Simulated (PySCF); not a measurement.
**Working out the excitation energy of As**

As [Ar] 3d10 4s2 4p3 (4S) → As [Ar] 3d10 4s1 4p3 4d1 (6D). All numbers are calculated (PySCF 2.14, the spin-free X2C one-electron Hamiltonian (Gaussian nucleus), in x2c-TZVPPall with one added diffuse shell each of s, p, d type (7s6p5d1f, 57 functions)). Frozen: [Ar] 3d10. Energies in hartree (1 hartree = 27.21139 eV):

```
            part    As (lower)    As (upper)
             UHF  -2259.010521  -2258.528808
CCSD correlation     -0.084202     -0.028896
             (T)     -0.002747     -0.000371
```

Question: What does Hartree-Fock give?

Answer: (-2258.528808) − (-2259.010521) = 0.481713 hartree = 13.108 eV.

Question: What do CCSD and CCSD(T) give?

Answer: The CCSD correlation energies differ by 0.055306 hartree = 1.505 eV and the triples by 0.002376 hartree = 0.065 eV, so CCSD gives 14.613 eV and CCSD(T) 14.678 eV.

The upper state lies above the first ionisation limit, but in LS coupling its spin forbids autoionisation to the ground ion.
